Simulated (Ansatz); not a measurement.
Computed with Ansatz on PBE0-D4/def2-TZVP structures; ΔE is electronic, products minus reactants. CCSD(T)/CBS adds triple-zeta CCSD(T) − MP2 to the extrapolated MP2 energy (def2 sets, frozen cores). This one scheme is used for every species. DFT in def2-TZVPP. B3LYP here is the variant with VWN-RPA as its local correlation; programs differ in this. def2 core potentials past Kr. For Sn outer-core shells are correlated without core-valence functions, which leaves a few kJ/mol of doubt a bond. Each species was taken in one conformer, which may not be the lowest.

`[BH2][SnH]([Cl])[O]C` + H–F → `C[O][SnH]([F])[Cl]` + BH₃  (cleavage of the Sn–B bond)

```json
{"level": "PBE-D4", "ΔE (kcal/mol)": "-12.3", "difference from CCSD(T)/CBS": "1.0"}
{"level": "r2SCAN-D4", "ΔE (kcal/mol)": "-15.2", "difference from CCSD(T)/CBS": "-1.9"}
{"level": "PBE0-D4", "ΔE (kcal/mol)": "-11.7", "difference from CCSD(T)/CBS": "1.6"}
{"level": "B3LYP-D4", "ΔE (kcal/mol)": "-14.9", "difference from CCSD(T)/CBS": "-1.6"}
{"level": "ωB97X-V", "ΔE (kcal/mol)": "-15.7", "difference from CCSD(T)/CBS": "-2.4"}
{"level": "ωB97M-V", "ΔE (kcal/mol)": "-14.8", "difference from CCSD(T)/CBS": "-1.5"}
{"level": "B2PLYP", "ΔE (kcal/mol)": "-15.6", "difference from CCSD(T)/CBS": "-2.3"}
{"level": "PBE", "ΔE (kcal/mol)": "-13.0", "difference from CCSD(T)/CBS": "0.3"}
{"level": "r2SCAN", "ΔE (kcal/mol)": "-15.4", "difference from CCSD(T)/CBS": "-2.1"}
{"level": "PBE0", "ΔE (kcal/mol)": "-12.3", "difference from CCSD(T)/CBS": "1.0"}
{"level": "B3LYP", "ΔE (kcal/mol)": "-16.0", "difference from CCSD(T)/CBS": "-2.7"}
{"level": "CCSD/def2-TZVPP", "ΔE (kcal/mol)": "-12.8", "difference from CCSD(T)/CBS": "0.5"}
{"level": "CCSD(T)/def2-TZVPP", "ΔE (kcal/mol)": "-12.7", "difference from CCSD(T)/CBS": "0.6"}
{"level": "HF/def2-QZVPP", "ΔE (kcal/mol)": "-19.3", "difference from CCSD(T)/CBS": "-6.0"}
{"level": "SCS-MP2/def2-QZVPP", "ΔE (kcal/mol)": "-15.1", "difference from CCSD(T)/CBS": "-1.8"}
{"level": "CCSD/CBS(def2)", "ΔE (kcal/mol)": "-13.4", "difference from CCSD(T)/CBS": "-0.1"}
{"level": "CCSD(T)/CBS", "ΔE (kcal/mol)": "-13.3", "difference from CCSD(T)/CBS": "0"}
```

Largest T1 diagnostic among the species: 0.014.

In def2-TZVPP, CCSD(T) changes the Hartree–Fock value by +5.7 kcal/mol (the triples alone add +0.1 kcal/mol) and MP2 by +5.8 kcal/mol. The D4 term adds +1.1 kcal/mol with B3LYP and +0.6 kcal/mol with PBE0; it sums over pairs of atoms, weighted by their polarisabilities, and B3LYP, whose exchange is more repulsive, gets the larger term.
